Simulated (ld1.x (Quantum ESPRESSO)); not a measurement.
**Ca (Z = 20): excitation energies, all-electron against TM**

calcium (Ca), norm-conserving Troullier–Martins (Kleinman–Bylander form), made with ld1.x (Quantum ESPRESSO) 7.5 (LDA (PZ), scalar-relativistic). Core [Ne], reference 3s2 3p6 3d0 4s2 4p0. Waves: 3s (bound): rc 1.05 bohr; 3p (bound): rc 1.10 bohr; 3d (bound, empty): rc 2.25 bohr. Local part: all-electron potential smoothed inside 1.20 bohr (lloc = -2). Core correction: Bessel-smoothed model core inside 0.65 bohr.

Occupied shells without a wave of their own: 4s. They enter only through the test configuration that unscreens the potential, and ld1.x also counts them in the model core charge.

Energies are relative to the spin-unpolarised reference configuration 3s2 3p6 3d0 4s2 4p0; without spin polarisation the order of configurations can differ from experiment. Spin-polarised rows fill each open shell by Hund’s rule, majority spin first.

ld1.x takes every shell without a wave as core, so the model core holds the 4s electrons as well and exchange and correlation see them twice. This cancels in the reference configuration, but the file is broken for other ones, and its errors say nothing about a proper core correction.

```csv
valence configuration,charge,ΔE all-electron (eV),error AE − PS (meV)
3s2 3p6 3d0 4s1 4p0,+1,6.463,-167
3s2 3p6 3d0 4s0 4p0,+2,18.413,-881
3s2 3p6 3d0 4s1.5 4p0,+0.5,2.567,-43
3s2 3p6 3d1 4s0 4p0,+1,7.799,-386
3s2 3p6 3d0 4s0 4p1,+1,9.585,-189
3s2 3p5 3d0 4s2 4p0,+1,34.656,-31
3s2 3p6 3d1 4s1 4p0,0,2.242,-31
3s2 3p6 3d0 4s1 4p0 (spin-polarised),+1,6.255,-254
3s2 3p6 3d0 4s1.5 4p0 (spin-polarised),+0.5,2.528,-55
```
